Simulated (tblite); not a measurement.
Compound: isopropyl lactate, C6H12O3.
Z-matrix (Å and degrees, GFN2-xTB geometry), rows numbered from 1:
```
C 
C   1  1.5207
C   2  1.5246  1  112.48
O   2  1.4427  1  106.67  3   120.12
C   4  1.3204  2  117.87  1   155.18
O   5  1.2074  4  125.83  2    -1.34
C   5  1.5244  4  112.26  2   177.13
C   7  1.5362  5  108.01  4   -71.42
O   7  1.3999  5  109.50  4   166.37
H   1  1.0858  2  109.83  3    61.33
H   1  1.0867  2  109.86  3   -58.83
H   1  1.0865  2  110.23  3  -178.53
H   2  1.0974  1  110.70  3  -122.93
H   3  1.0877  2  110.01  1    61.03
H   3  1.0875  2  110.18  1  -178.79
H   3  1.0862  2  109.82  1   -59.06
H   7  1.0964  5  109.52  4    47.87
H   8  1.0879  7  109.95  5   -58.65
H   8  1.0861  7  109.12  5  -177.80
H   8  1.0859  7  109.92  5    61.93
H   9  0.9707  7  107.26  5    20.82
```

Method: GFN2-xTB as coded in tblite; computed harmonic values from a numerical Hessian at the method's own geometry, unscaled. Against measured fundamentals such values can be off by several per cent, at times by over 20. One conformer, not necessarily the lowest.

Harmonic wavenumbers (cm⁻¹): 32.2, 62.4, 79.8, 130.0, 175.4, 195.4, 213.1, 250.0, 283.3, 290.2, 356.5, 379.3, 411.2, 461.5, 493.5, 668.4, 719.1, 865.7, 883.7, 942.0, 946.7, 959.2, 973.7, 1035.3, 1079.8, 1132.4, 1135.8, 1155.7, 1178.3, 1179.6, 1219.4, 1274.2, 1302.3, 1309.8, 1345.5, 1384.6, 1395.3, 1407.1, 1471.9, 1473.6, 1481.4, 1484.1, 1487.6, 1493.8, 1760.9, 2912.4, 2923.0, 3035.7, 3039.4, 3045.1, 3050.3, 3052.3, 3052.3, 3053.3, 3055.5, 3058.5, 3414.6.

A = 3115, B = 887.9, C = 853.7 MHz; mass 132.079 u (most abundant isotopes); point group C1, symmetry number 1.

What is the zero-point energy?

½Σν̃ = 38327 cm⁻¹ = 458.49 kJ/mol.

Entropy at 273.15 K, 1 bar (ideal gas, RRHO, classical rotation)?

Translation 167.94, rotation 121.50, vibration 133.78: S = 423.2 J/(mol K).

And Cp and H(273.15 K) − H(0)?

Cp = 162.98 J/(mol K), of which vibrations give 129.72 (their classical limit is 57 R = 473.9); H(273.15 K) − H(0) = 27.95 kJ/mol without the zero-point energy, 18.86 from vibrations.

How do the functions run with temperature in this model?

| T (K) | S (J/(mol K)) | Cp (J/(mol K)) | H − H(0) (kJ/mol) | G − H(0) (kJ/mol) | ln q(vib) |
| --- | --- | --- | --- | --- | --- |
| 150 | 342.2 | 112.5 | 10.99 | -40.34 | 3.93 |
| 250 | 409.2 | 153.3 | 24.28 | -78.02 | 7.08 |
| 298.15 | 438.0 | 173.6 | 32.15 | -98.42 | 8.54 |
| 400 | 495.1 | 217.0 | 52.06 | -145.97 | 11.55 |
| 600 | 597.3 | 287.9 | 102.94 | -255.41 | 17.24 |
| 900 | 728.4 | 358.1 | 200.70 | -454.89 | 25.21 |

q(vib) and H(0) count from the zero-point level.

Blend soft modes into free rotors: weight 1/[1 + (100 cm⁻¹/ν̃)⁴] for the oscillator and the rest for a rotor with moment μB/(μ + B), μ = h/(8π²ν), B = 10⁻⁴⁴ kg m². What vibrational entropy results?

121.24 J/(mol K) in place of 133.78, which changes −T·S at 273.15 K by +3.43 kJ/mol.

Hindered rotation and anharmonicity are outside this model. Other conformers, if any are populated, would add a mixing term that is left out. The structure is chiral; the term R ln 2 for an equal mix with its mirror image is left out.

Hardware: one thread of an Arm Neoverse V1 (shared host). Cost: 0.74 s wall. This covers the Hessian and the dipole derivatives.
